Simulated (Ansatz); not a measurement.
Cartesian coordinates in Å:
```
F 0.632 0.611 2.589
B 0.791 -0.281 1.621
B -0.337 -0.422 0.378
Si -0.320 0.530 -1.399
Br -1.697 -1.729 0.694
H 1.773 -0.976 1.689
H 0.098 1.950 -1.242
H -1.638 0.471 -2.083
H 0.698 -0.154 -2.249
```

Charge 0, multiplicity 1.

Question: List the PBE/def2-TZVPP orbital energies in eV (the Gaussian-basis code of Ansatz). (Best estimate.)

Answer: The calculation gave: Occupied: -13089.57, -1779.54, -1682.69, -1517.06, -1517.02, -1516.98, -660.60, -229.47, -178.42, -178.38, -171.62, -171.50, -171.38, -137.34, -94.07, -94.06, -94.05, -68.30, -68.28, -68.19, -68.11, -68.09, -30.52, -20.10, -14.15, -13.57, -12.02, -11.42, -11.20, -10.20, -8.80, -8.70, -8.60, -8.19, -7.79, -6.26. Lowest empty: -3.49, -2.40, -0.07, 0.16, 0.38, 0.69, 1.35, 1.62.
